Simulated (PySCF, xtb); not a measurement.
Rb(F) anion (FRb), SMILES [F][Rb] (connectivity only; charge and spin as stated), charge -1, multiplicity 2.

Harmonic wavenumbers (cm⁻¹) from xtb 6.7.1 with GFN2-xTB at its own minimum, in rising order: 103.

Q: What does B3LYP-D3(BJ)/def2-TZVPD in PySCF 2.14.0 give at its own minimum? (An estimate is asked for; the answer gives what the named calculation found.)

A: 285. Paired by order, the mean absolute difference is 182 cm⁻¹ and the zero-point energies are 0.1 and 0.4 kcal/mol.
